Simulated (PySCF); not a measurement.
Isomers of C9H11P, one GFN2-xTB conformer each. Single-point energies are computed at PBE0/pcSseg-1 (PySCF, gas phase, no added dispersion term), electronic only.

```
         SMILES  GFN2-xTB relative energy (kJ/mol)
C=Cc1c(C)ccpc1C                               15.6
CC(C)=Pc1ccccc1                                0.0
```

Conformers: `[CH2:1]=[CH:2][c:3]1[c:4]([CH3:5])[cH:6][cH:7][p:8][c:9]1[CH3:10]` with C1–C2–C3–C4 89°; `[CH3:1][C:2]([CH3:3])=[P:4][c:5]1[cH:6][cH:7][cH:8][cH:9][cH:10]1` with C2–P4–C5–C6 115°.

Q: What does PBE0/pcSseg-1 give for the same structures?

A: 
| SMILES | PBE0/pcSseg-1 E (Eh) | PBE0/pcSseg-1 (kJ/mol) | GFN2-xTB (kJ/mol) | point group |
| --- | --- | --- | --- | --- |
| CC(C)=Pc1ccccc1 | -690.29696 | 0.0 | 0.0 | C1 |
| C=Cc1c(C)ccpc1C | -690.28643 | 27.6 | 15.6 | C1 |

Both levels put the same isomer lowest. As drawn, the higher has a C=C bond outside aromatic rings, which the lower lacks.

Q: Which frontier levels, dipoles and rotational constants go with these structures?

A: 
```tsv
SMILES	HOMO (eV, PBE0/pcSseg-1)	LUMO (eV)	dipole (D)	A, B, C (MHz)
CC(C)=Pc1ccccc1	-6.63	-1.28	1.92	2703, 673.8, 620.8
C=Cc1c(C)ccpc1C	-6.69	-1.21	2.25	1576, 1143, 695.0
```
